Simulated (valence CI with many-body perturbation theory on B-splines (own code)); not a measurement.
## E1 transitions of Eu XXXIII

Level of theory: relativistic CI+MBPT: three valence electrons over a frozen Dirac-Fock core [Ar] 3d10, a basis of 11 s, 11 p, 9 d, 7 f, 5 g, 2 h, 1 i functions for each j, with the one-electron correlation potential Σ1 (screened to all orders), the two-electron term Σ2, the three-electron term Σ3, Breit, model QED; selected single and double excitations, second order for the rest (own B-spline code, finite nucleus).

No measured spectrum was set against this ion. As an estimate, large intervals hold to a few tenths of a per cent, small ones and those within an open d or f shell to about a per cent.

Lines 101 to 150 of 267 in falling wavelength, among levels below 377.63 eV, chosen from the strongest by gf and those to the six lowest levels. Wavelengths and rates use the calculated energies. Electric multipoles are in the length gauge, E1 and E2 with the static RPA response of the core. Weak lines are less certain than strong ones. Lines between different terms over intervals too small for the method are left out, as are lines whose strength nearly cancels. The highest levels of a list are the least certain.

Levels are named by their leading jj configuration (3d3/2^4 stands for four electrons in 3d with j = 3/2), which in mixed levels can hold well under half, so a name can repeat and another be missing. Letters in brackets count levels of one name in rising energy.

```tsv
λ vac (nm)	Upper	Lower	A (s⁻¹)	S (a.u.) with core polarisation	S without
10.33	(4s 4p3/2 4d3/2) J=5/2 [b]	(4s^2 4d3/2) J=3/2	3.33e+10	1.09e-01	1.17e-01
10.31	(4s 4p3/2 4d5/2) J=3/2 [a]	(4s^2 4d5/2) J=5/2	2.09e+11	4.52e-01	4.85e-01
10.30	(4p1/2 4p3/2 4d3/2) J=1/2 [a]	(4s 4p1/2 4d3/2) J=3/2 [a]	1.55e+11	1.68e-01	1.80e-01
10.30	(4s 4p1/2 4p3/2) J=1/2	(4s^2 4p1/2) J=1/2	2.44e+11	2.63e-01	2.82e-01
10.29	(4s 4p3/2^2) J=1/2	(4s^2 4p3/2) J=3/2	1.71e+11	1.84e-01	1.97e-01
10.26	(4s 4p3/2 4d5/2) J=5/2 [b]	(4s^2 4d5/2) J=5/2	1.36e+11	4.36e-01	4.67e-01
10.25	(4p1/2 4p3/2 4d5/2) J=5/2 [b]	(4s 4p1/2 4d5/2) J=5/2 [a]	6.06e+10	1.93e-01	2.07e-01
10.24	(4s 4p3/2 4d3/2) J=7/2	(4s 4p3/2^2) J=5/2	1.63e+10	6.92e-02	7.39e-02
10.22	(4p1/2 4p3/2 4d3/2) J=5/2 [b]	(4p1/2 4p3/2^2) J=5/2	2.08e+10	6.56e-02	7.01e-02
10.18	(4p1/2 4p3/2^2) J=3/2	(4s 4p1/2 4p3/2) J=3/2 [a]	1.06e+11	2.20e-01	2.36e-01
10.15	(4s 4p3/2 4d3/2) J=3/2 [b]	(4s 4p3/2^2) J=5/2	1.11e+11	2.29e-01	2.45e-01
9.957	(4p1/2 4p3/2 4d3/2) J=5/2 [b]	(4p1/2 4p3/2^2) J=3/2	1.70e+10	4.96e-02	5.29e-02
9.945	(4p1/2 4p3/2 4d5/2) J=5/2 [a]	(4p1/2 4p3/2^2) J=5/2	9.52e+10	2.77e-01	2.96e-01
9.942	(4p1/2 4p3/2 4d3/2) J=3/2 [b]	(4p1/2 4p3/2^2) J=3/2	5.59e+10	1.08e-01	1.16e-01
9.928	(4s 4p1/2 4d3/2) J=3/2 [b]	(4s 4p1/2 4p3/2) J=5/2	6.88e+09	1.33e-02	1.42e-02
9.924	(4s 4p3/2 4d3/2) J=1/2 [b]	(4s^2 4d3/2) J=3/2	1.91e+11	1.84e-01	1.97e-01
9.920	(4p1/2 4p3/2^2) J=5/2	(4s 4p1/2 4p3/2) J=3/2 [a]	2.39e+10	6.90e-02	7.36e-02
9.911	(4p1/2 4p3/2 4d5/2) J=3/2 [a]	(4p1/2 4p3/2^2) J=5/2	4.50e+10	8.65e-02	9.25e-02
9.909	(4p1/2^2 4d5/2) J=5/2	(4p1/2^2 4p3/2) J=3/2	8.15e+10	2.35e-01	2.50e-01
9.904	(4s 4p3/2 4d5/2) J=3/2 [a]	(4s 4p3/2^2) J=3/2	2.70e+10	5.17e-02	5.52e-02
9.855	(4s 4p3/2 4d5/2) J=5/2 [b]	(4s 4p3/2^2) J=3/2	4.61e+10	1.31e-01	1.40e-01
9.822	(4s 4p1/2 4d5/2) J=5/2 [a]	(4s 4p1/2 4p3/2) J=5/2	6.72e+10	1.89e-01	2.02e-01
9.804	(4p1/2 4p3/2 4d5/2) J=7/2 [b]	(4p1/2 4p3/2^2) J=5/2	3.86e+10	1.44e-01	1.52e-01
9.782	(4s 4p3/2 4d5/2) J=3/2 [b]	(4s 4p3/2^2) J=3/2	3.75e+11	6.93e-01	7.42e-01
9.757	(4p1/2 4p3/2 4d5/2) J=3/2 [b]	(4p1/2 4p3/2^2) J=1/2	1.23e+11	2.25e-01	2.40e-01
9.757	(4s 4p1/2 4d5/2) J=7/2	(4s 4p1/2 4p3/2) J=5/2	9.68e+10	3.55e-01	3.78e-01
9.752	(4s 4p3/2^2) J=3/2	(4s^2 4p3/2) J=3/2	2.86e+11	5.23e-01	5.60e-01
9.727	(4s 4p1/2 4d5/2) J=5/2 [b]	(4s 4p1/2 4p3/2) J=3/2 [b]	2.04e+11	5.57e-01	5.95e-01
9.690	(4p1/2 4p3/2 4d5/2) J=1/2	(4p1/2 4p3/2^2) J=1/2	2.45e+11	2.20e-01	2.35e-01
9.680	(4s 4p1/2 4d5/2) J=3/2	(4s 4p1/2 4p3/2) J=1/2	2.44e+11	4.38e-01	4.68e-01
9.666	(4p1/2 4p3/2 4d5/2) J=3/2 [a]	(4p1/2 4p3/2^2) J=3/2	8.59e+10	1.53e-01	1.63e-01
9.661	(4p1/2 4p3/2 4d5/2) J=5/2 [b]	(4p1/2 4p3/2^2) J=5/2	1.77e+10	4.74e-02	5.04e-02
9.624	(4s 4p1/2 4f7/2) J=7/2 [a]	(4s 4p1/2 4d5/2) J=5/2 [a]	3.76e+10	1.32e-01	1.40e-01
9.615	(4s 4p3/2 4d5/2) J=1/2	(4s 4p3/2^2) J=1/2	2.53e+11	2.22e-01	2.37e-01
9.587	(4s 4p3/2 4d5/2) J=5/2 [a]	(4s 4p3/2^2) J=5/2	2.14e+11	5.58e-01	5.96e-01
9.524	(4s 4p1/2 4f7/2) J=7/2 [c]	(4s 4p1/2 4d5/2) J=5/2 [b]	1.98e+11	6.75e-01	7.17e-01
9.478	(4s 4p1/2 4d3/2) J=1/2	(4s 4p1/2 4p3/2) J=3/2 [a]	5.38e+09	4.52e-03	4.83e-03
9.459	(4s 4p1/2 4d3/2) J=3/2 [b]	(4s 4p1/2 4p3/2) J=3/2 [a]	4.41e+10	7.37e-02	7.87e-02
9.451	(4s 4p1/2 4d5/2) J=3/2	(4s 4p1/2 4p3/2) J=3/2 [b]	9.84e+10	1.64e-01	1.75e-01
9.445	(4s 4p1/2 4f7/2) J=9/2	(4s 4p1/2 4d5/2) J=7/2	1.25e+11	5.21e-01	5.51e-01
9.429	(4s 4p3/2 4d5/2) J=1/2	(4s^2 4d3/2) J=3/2	6.43e+10	5.32e-02	5.69e-02
9.428	(4p1/2 4p3/2 4d5/2) J=5/2 [b]	(4p1/2 4p3/2^2) J=3/2	1.42e+11	3.52e-01	3.75e-01
9.404	(4s 4p3/2 4d5/2) J=3/2 [a]	(4s 4p3/2^2) J=1/2	1.86e+11	3.05e-01	3.26e-01
9.390	(4s 4p1/2 4f7/2) J=7/2 [b]	(4s 4p1/2 4d5/2) J=7/2	5.31e+10	1.74e-01	1.85e-01
9.389	(4s^2 4d5/2) J=5/2	(4s^2 4p3/2) J=3/2	3.07e+11	7.53e-01	8.04e-01
9.365	(4s 4p1/2 4f5/2) J=5/2 [b]	(4s 4p1/2 4d5/2) J=5/2 [a]	2.10e+10	5.11e-02	5.42e-02
9.363	(4s 4p1/2 4d5/2) J=5/2 [a]	(4s 4p1/2 4p3/2) J=3/2 [a]	1.72e+11	4.18e-01	4.46e-01
9.347	(4s^2 4f5/2) J=5/2	(4s^2 4d5/2) J=5/2	7.02e+10	1.70e-01	1.81e-01
9.331	(4s 4p1/2 4f7/2) J=7/2 [b]	(4s 4p1/2 4d5/2) J=5/2 [a]	1.79e+11	5.75e-01	6.10e-01
9.329	(4p1/2 4p3/2 4d5/2) J=7/2 [b]	(4s 4p1/2 4d3/2) J=5/2	9.05e+10	2.90e-01	3.09e-01
```
